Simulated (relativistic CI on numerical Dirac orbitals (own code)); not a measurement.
Method of calculation: Dirac-Coulomb-Breit CI, orbitals from a KLI potential per configuration, QED by a radiative potential, unscaled Slater integrals (own radial code, finite nucleus).

Configuration list (outside the closed core 1s2): 2s2.2p4, 2s.2p5, 2p6, 2p5.3s, 2p5.3p, 2p5.3d, 2s2.2p3.3s, 2s2.2p3.3p, 2s2.2p3.3d, 2s.2p4.3s, 2s.2p4.3p, 2s.2p4.3d, 2s2.2p3.4s, 2s2.2p3.4p, 2s2.2p3.4d, 2s2.2p3.4f, 2s.2p4.4s, 2s.2p4.4p, 2s.2p4.4d, 2s.2p4.4f, 2s2.2p2.3s2, 2s2.2p2.3s.3p, 2s2.2p3.5s, 2s2.2p3.5p, 2s2.2p3.5d, 2s2.2p3.5f, 2s2.2p3.5g, 2s2.2p2.3s.3d, 2s2.2p2.3p2, 2s2.2p2.3p.3d, 2s.2p3.3s2, 2s2.2p2.3d2, 2s.2p3.3s.3p, 2s.2p3.3s.3d, 2s.2p3.3p2, 2s.2p4.5s. Levels of other configurations are missing.

At this charge energies of transitions that change n are usually good to better than 1 %, and those within a shell (Δn = 0) to a few per cent.

Outline of the computed level scheme of Pd XXXIX. Lowest level of each configuration: 2s2.2p4 3P_2 at 0.00 eV; 2s.2p5 3P°_2 at 374.07 eV; 2p6 1S_0 at 820.42 eV; 2s2.2p3.3s 3P°_2 at 3135.97 eV; 2s2.2p3.3p 3P_1 at 3197.86 eV; 2s2.2p3.3d 3D°_2 at 3313.83 eV.

Some strong electric-dipole decays among the lowest 45 levels: 2s2.2p3.3d 3D°_3 → 2s2.2p4 3P_2 (2.5e+14 s⁻¹); 2s2.2p3.3d 3D°_1 → 2s2.2p4 1S_0 (1.5e+14 s⁻¹); 2s2.2p3.3d 3D°_2 → 2s2.2p4 3P_2 (1.1e+14 s⁻¹); 2s2.2p3.3d 5D°_1 → 2s2.2p4 3P_2 (3.2e+13 s⁻¹); 2s2.2p3.3s 3P°_1 → 2s2.2p4 1S_0 (2.7e+13 s⁻¹); 2s2.2p3.3s 3S°_1 → 2s2.2p4 3P_1 (2.3e+13 s⁻¹); 2s2.2p3.3s 3S°_1 → 2s2.2p4 3P_2 (2.3e+13 s⁻¹); 2s2.2p3.3s 1D°_2 → 2s2.2p4 1D_2 (2.2e+13 s⁻¹).

LS names give the leading component of a level, which can be under half, so a name can repeat, a term be missing and a line seem to break the LS rules.
